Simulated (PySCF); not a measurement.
Computed IR spectrum (relative IR intensity) of a molecule CH₅FO₂Si₂. Coordinates come from a PBE-D3(BJ)/def2-SVP optimisation. One conformer was computed; it need not be the lowest. Method: PBE-D3(BJ)/def2-SVP (PySCF). Frequencies are harmonic and unscaled.

Lines under 2 % of the strongest are left out, and lines within 2 cm⁻¹ are merged.

| ν (cm⁻¹) | relative intensity |
|---|---|
| 330 | 3.8 |
| 415 | 3.6 |
| 462 | 9.4 |
| 491 | 7.1 |
| 668 | 4.7 |
| 675 | 2.5 |
| 722 | 4.5 |
| 771 | 16 |
| 810 | 9.2 |
| 831 | 6.9 |
| 871 | 45 |
| 911 | 64 |
| 938 | 100 |
| 962 | 19 |
| 1048 | 78 |
| 2175 | 33 |
| 2184 | 37 |
| 2284 | 29 |
| 2961 | 9.3 |
| 3019 | 3.4 |

Pick the molecule that these values belong to.
(A) F[Si@H]1OC[SiH2]O1
(B) O[Si@]1(F)CO[SiH2]1
(C) F[Si@H]1OCO[SiH2]1
(D) O=C[Si@@H](O)[SiH2]F

A, F[Si@H]1OC[SiH2]O1
